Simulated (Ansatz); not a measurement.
A nudged elastic band was laid between two geometries of ClF$_{3}$H$_{3}$O$_{2}$Ta (10 atoms, charge 0, multiplicity 1).

Level of theory: Ansatz 0.2.0, RKS BLYP-D4/def2-SVP.

| Item | Value |
| --- | --- |
| movable images | 9 |
| climbing image | yes |
| spring | 5.0 eV/Å² |
| optimiser | quadratic models (default) |
| start path | through a guess of the saddle point |
| force threshold | 0.05 eV/Å |
| iteration limit | 60 |
| end points | relaxed |

First end point:

```xyz
10
Properties=species:S:1:pos:R:3
Ta -0.037 0.113 0.202
O 1.956 -0.214 0.341
H 2.325 -0.738 1.077
Cl -0.108 -0.189 2.582
F 0.293 0.573 -1.614
F -1.431 1.387 0.330
O -0.848 -1.543 -0.155
H -1.368 -2.271 0.226
F 1.253 2.039 0.569
H 1.975 1.345 0.527
```

Last end point:

```xyz
10
Properties=species:S:1:pos:R:3
Ta -0.258 0.510 0.354
O 1.898 -0.416 0.397
H 2.204 -0.412 1.331
Cl 0.001 -0.008 2.691
F 0.332 0.713 -1.457
F -1.929 1.369 0.333
O -0.846 -1.261 -0.003
H -0.722 -2.211 -0.159
F 0.794 2.082 0.705
H 2.535 0.134 -0.107
```

Problem. Which bonds break or form, and what moves?

Solution. Bonds broken: F9–H10. Bonds formed: O2–H10.

Problem. Give the energies along the band, and the barrier.

Solution. The forces met the threshold. The highest image is number 2 of 0 to 10, 0.6 kJ/mol above the first end and 82.9 kJ/mol above the last; the last end lies 82.3 kJ/mol below the first. The top lies less than 8 meV above the higher end, about what the thresholds resolve: that end is a shoulder or a very shallow well. A vibrational analysis at the climbing image gives one clearly imaginary mode, 240i cm⁻¹: a first-order saddle point. The orbitals stay closed-shell, which can raise the energy where a bond breaks towards radicals; this wasn't checked here.

```json
{"image": "0", "path coordinate (Å)": "0.00", "energy (kJ/mol)": "0.0", "F9–H10 (Å)": "1.00", "O2–H10 (Å)": "1.57"}
{"image": "1", "path coordinate (Å)": "0.13", "energy (kJ/mol)": "0.1", "F9–H10 (Å)": "1.02", "O2–H10 (Å)": "1.51"}
{"image": "2", "path coordinate (Å)": "0.25", "energy (kJ/mol)": "0.6", "F9–H10 (Å)": "1.07", "O2–H10 (Å)": "1.39"}
{"image": "3", "path coordinate (Å)": "0.53", "energy (kJ/mol)": "-13.8", "F9–H10 (Å)": "1.30", "O2–H10 (Å)": "1.14"}
{"image": "4", "path coordinate (Å)": "0.80", "energy (kJ/mol)": "-47.2", "F9–H10 (Å)": "1.57", "O2–H10 (Å)": "1.02"}
{"image": "5", "path coordinate (Å)": "1.07", "energy (kJ/mol)": "-65.8", "F9–H10 (Å)": "1.84", "O2–H10 (Å)": "0.99"}
{"image": "6", "path coordinate (Å)": "1.34", "energy (kJ/mol)": "-74.1", "F9–H10 (Å)": "2.10", "O2–H10 (Å)": "0.99"}
{"image": "7", "path coordinate (Å)": "1.62", "energy (kJ/mol)": "-78.2", "F9–H10 (Å)": "2.31", "O2–H10 (Å)": "0.98"}
{"image": "8", "path coordinate (Å)": "1.89", "energy (kJ/mol)": "-80.7", "F9–H10 (Å)": "2.48", "O2–H10 (Å)": "0.98"}
{"image": "9", "path coordinate (Å)": "2.16", "energy (kJ/mol)": "-81.9", "F9–H10 (Å)": "2.65", "O2–H10 (Å)": "0.98"}
{"image": "10", "path coordinate (Å)": "2.43", "energy (kJ/mol)": "-82.3", "F9–H10 (Å)": "2.74", "O2–H10 (Å)": "0.98"}
```

Problem. What is the geometry of the highest image?

Solution. 
```xyz
10
Properties=species:S:1:pos:R:3:forces:R:3
Ta -0.058 0.164 0.212 0.00 0.00 0.00
O 1.976 -0.192 0.352 0.00 0.00 0.00
H 2.322 -0.680 1.125 0.00 0.00 0.00
Cl -0.088 -0.134 2.593 0.00 0.00 0.00
F 0.303 0.565 -1.611 0.00 0.00 0.00
F -1.472 1.413 0.307 0.00 0.00 0.00
O -0.858 -1.496 -0.119 0.00 0.00 0.01
H -1.317 -2.309 0.148 0.00 0.00 0.00
F 1.242 1.980 0.559 0.00 -0.01 0.00
H 1.959 1.190 0.521 -0.01 0.01 0.00
```

Run time: 6.3 min on 4 threads of Arm Neoverse V2 (shared host), peak memory 0.21 GiB.
